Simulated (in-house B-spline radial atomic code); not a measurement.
The numbers below are computed, except where a source is named.
Mobility against doping in n-type InAs: single donors

For InAs the NSM archive of the Ioffe Institute lists m* = 0.023 m0 and ε = 15.15, so a* = 34.86 nm and Ha* = 2.727 meV.

One parabolic, isotropic band at zero temperature, uniform dielectric constant, impurities scattering independently, no phonons and no central-cell term; real bands flatten as E_F rises, which lowers the mobility at the highest densities. In effective units each ion is a point charge Z in an electron gas; its screened potential is solved self-consistently in the LDA with open boundaries (B-splines, partial waves to l = 16), which gives the phase shifts δ_l at the Fermi level. All carriers come from single donors, N_D = n. μ = e/(ħ k_F N σ_tr); Brooks-Herring takes σ_Born = (2πZ²/k_F⁴)(ln(1 + b) − b/(1 + b)), b = π k_F in effective units. «Linear» is first order in Z with Lindhard's response and the LDA kernel.

```csv
n (cm⁻³),r_s,E_F (meV),δ0 (rad),σ_linear/σ_Born,σ_tr/σ_Born,"μ, phase shifts (cm²/V·s)","μ, Brooks-Herring"
7.26e14,1.98,1.28,1.040,1.67,1.89,71300,135000
1.81e15,1.46,2.36,0.835,1.49,1.78,58800,105000
4.47e15,1.08,4.31,0.668,1.36,1.62,51900,83900
1.09e16,0.803,7.79,0.535,1.27,1.47,47100,69100
2.69e16,0.594,14.2,0.427,1.20,1.34,43100,57900
6.62e16,0.44,25.9,0.341,1.15,1.25,39600,49500
1.63e17,0.326,47.3,0.272,1.11,1.18,36400,43000
```

Problem. How does the mobility change over the table, and why by so much less than n?

Solution. n grows 224-fold and μ goes from 71300 to 36400, a power n^-0.12 end to end. Since N ∝ k_F³ and σ_Born ∝ k_F⁻⁴ times a slow logarithm, the product k_F N σ holds no power of k_F: more scatterers meet faster electrons.

Problem. Where does Brooks-Herring miss most, and for what reason?

Solution. σ_tr/σ_Born is farthest from 1 near r_s = 1.98: 1.89. A better treatment of screening (Lindhard, exchange and correlation), still in first order, gives 1.67 there, and higher orders in Z multiply that by 1.13. At the densest row the two factors are 1.11 and 1.06. Attraction raises the scattering while δ0 is small; as δ0 grows, sin² saturates while first order keeps growing.
